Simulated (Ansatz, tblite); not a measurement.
Cost and result up the ladder for the cluster Zn2Se2 (4 atoms). Charge 0, multiplicity 1. Geometry: B3LYP-D4/def2-SVP.

```
atom   x (Å)   y (Å)   z (Å)
 Zn1   0.954  -0.598  -0.525
 Zn2  -0.952   0.599   0.527
 Se3  -0.230  -1.523   1.317
 Se4   0.228   1.522  -1.318
```

Ansatz on 4 threads of Arm Neoverse N1 on a shared host; xTB runs through tblite on one thread. Times are rough, summed over both states, and most runs start from the orbitals of an earlier one. PBE0-D4/def2-TZVP serves as the yardstick here, not as an exact answer. The other state is a doublet.

The xTB rows come from tblite. The structure comes from a short search, and lower isomers may exist.

Raw xTB energies of ions are shifted by several eV.

| level | functions | wall time | vertical IE (eV) | difference from PBE0-D4/def2-TZVP (eV) |
| --- | --- | --- | --- | --- |
| GFN1-xTB | 26 | 0.008 s | 12.56 | 4.38 |
| GFN2-xTB | 26 | 0.008 s | 13.37 | 5.18 |
| PBE-D4/def2-TZVP | 192 | 15 s | 8.02 | -0.17 |
| PBE0-D4/def2-TZVP | 192 | 29 s | 8.18 | 0.00 |
| r2SCAN-D4/def2-TZVP | 192 | 32 s | 8.13 | -0.05 |
